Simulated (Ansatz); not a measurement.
`OC1=NC1` + H₂Te → `[TeH]C1=NC1` + H₂O  (substitution at a C–O bond)

Calculated with Ansatz (gas phase, PBE0-D4/def2-TZVP geometries, no zero-point term in ΔE). CCSD(T)/CBS is the MP2 limit (def2-TZVPP, def2-QZVPP) plus CCSD(T) − MP2 in def2-TZVPP, frozen cores. This one scheme is used for every species. Functionals use def2-TZVPP. def2 core potentials past Kr. For Te outer-core shells are correlated without core-valence functions, which leaves a few kJ/mol of doubt a bond. Each species was taken in one conformer, which may not be the lowest.

`OC1=NC1`:

Cartesian coordinates in Å:
```
O -1.405 0.739 -0.503
C -0.400 0.037 -0.029
N -0.137 -0.978 0.643
C 1.011 -0.091 0.071
H -2.232 0.314 -0.232
H 1.591 -0.518 -0.744
H 1.573 0.496 0.794
```

H₂Te:

```xyz
3

Te    0.035   -0.674   -0.386
H     0.689   -0.102    1.024
H    -0.723    0.776   -0.637
```

`[TeH]C1=NC1`:

Z-matrix (Å, degrees):
```
C
C 1 1.447
N 1 1.520 2 49.8
H 1 1.087 2 120.2 3 -101.0
H 1 1.087 2 120.2 3 101.0
Te 2 2.060 1 152.1 3 -180.0
H 6 1.656 2 91.6 1 -0.0
```

H₂O:

Z-matrix (Å, degrees):
```
O
H 1 0.960
H 1 0.960 2 105.1
```

(1) Is it downhill or uphill in electronic energy at CCSD(T)/CBS, and by how much? (Estimate.)

(2) What do these levels give: BLYP-D4, PBE-QIDH, CAM-B3LYP, RPA@PBE/def2-TZVPP, CCSD/def2-TZVPP, SCS-MP2/def2-QZVPP? (Estimate.)

(3) What do rigid-rotor, harmonic-oscillator terms from PBE0-D4/def2-TZVP frequencies (298.15 K, 1 bar) make of the CCSD(T)/CBS value? (An estimate is asked.)

Largest T1 diagnostic among the species: 0.013.

Answers

(1) Ansatz gave: Downhill: ΔE = -0.35 eV.

(2) Computed: BLYP-D4 -0.22, PBE-QIDH -0.19, CAM-B3LYP -0.05, RPA@PBE/def2-TZVPP -0.25, CCSD/def2-TZVPP -0.21, SCS-MP2/def2-QZVPP -0.37 eV.

(3) The calculation gave: ΔZPE = +0.03 eV, ΔH = -0.29 eV, ΔS = 3 J/(mol·K), ΔG = -0.30 eV.

At CCSD(T), def2-SVP lies +0.45 eV from the extrapolated value and def2-TZVPP +0.10 eV. In def2-TZVPP, CCSD(T) changes the Hartree–Fock value by −0.27 eV (the triples alone add −0.04 eV) and MP2 by −0.38 eV. The D4 term adds −0.07 eV with B3LYP and −0.04 eV with PBE0; it sums over pairs of atoms, weighted by their polarisabilities, and B3LYP, whose exchange is more repulsive, gets the larger term.

B3LYP here is the variant with VWN-RPA as its local correlation; programs differ in this.
